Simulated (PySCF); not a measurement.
```xyz
3
charge 0 multiplicity 1, angstrom
Te    0.0000    0.0000   -0.4039
S     1.8475    0.0000    0.8205
S    -1.8475    0.0000    0.8205
```

All numbers come from PBE0/[Te def2-TZVP with ECP28, S def2-TZVP], scalar-relativistic core potentials, density fitting, no spin–orbit coupling, PySCF.

This geometry of TeS2 is a stationary point at this level.

Question: What is the point group?

Answer: C2v.

Question: Is it a minimum?

Answer: Yes: all harmonic wavenumbers are real.

Question: Which band is strongest in the infrared?

Answer: 487 cm⁻¹ (b2), 64 km/mol.

Question: What is the atomisation energy, with and without zero-point energy?

Answer: 608 kJ/mol without, 601 kJ/mol with.
